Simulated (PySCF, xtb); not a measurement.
Sn(Br)(OH)2(NH2) (BrH₄NO₂Sn), SMILES [NH2][Sn]([OH])([OH])[Br]. One conformer was computed; it need not be the lowest.

Harmonic wavenumbers (cm⁻¹) from xtb with GFN2-xTB at its own minimum, in rising order: 67, 93, 99, 123, 137, 145, 212, 215, 260, 414, 490, 516, 757, 789, 799, 822, 1455, 3371, 3399, 3626, 3643.

Task: What does PBE0-D3(BJ)/def2-SVP (PySCF) give at its own minimum? (Estimate from the structure and the level; the computed values follow.)

Result: 83, 108, 120, 148, 154, 171, 202, 235, 270, 555, 631, 648, 667, 847, 869, 880, 1530, 3545, 3651, 3881, 3888. Paired by order, the mean absolute difference is 88 cm⁻¹ and the zero-point energies are 30.6 and 33.0 kcal/mol.
